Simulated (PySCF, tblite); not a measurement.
Isomers of C6H12O2. Calculated harmonic vibrations of the isolated species, GFN2-xTB (tblite), most abundant isotopes, no scaling. Against measured fundamentals such values can be off by several per cent, at times by over 20. One conformer each.

Electronic energies: PBE0-D3(BJ)/def2-SVP at its own geometries (PySCF, gas phase).

```tsv
SMILES	electronic energy, lowest = 0 (kJ/mol)
CCOC(=O)C(C)C	0.0
CCC(C)(C)OC=O	18.9
CCCCC(=O)OC	13.8
```

Question: How do GFN2-xTB zero-point energies change the relative energies?

Answer: 
```tsv
SMILES	ZPE (kJ/mol)	of it from modes above 1550 cm⁻¹	electronic (kJ/mol)	with ZPE, lowest = 0 (kJ/mol)	lowest mode (cm⁻¹)	rings
CCOC(=O)C(C)C	450.4	227.6	0.0	0.0	20	0
CCCCC(=O)OC	450.6	226.0	13.8	14.0	13	0
CCC(C)(C)OC=O	450.2	227.2	18.9	18.7	65	0
```

The zero-point energies span 0.4 kJ/mol, from `CCC(C)(C)OC=O` to `CCCCC(=O)OC`. The order is unchanged.

Question: And how do the electronic energies of GFN2-xTB itself compare?

Answer: `CCOC(=O)C(C)C` 0.0; `CCCCC(=O)OC` 12.7; `CCC(C)(C)OC=O` 15.4 kJ/mol, lowest = 0. Against the energies above, taken from the same isomer `CCOC(=O)C(C)C`, the largest difference is 3.5 kJ/mol. The two levels were optimised apart and needn't hold the same conformer.
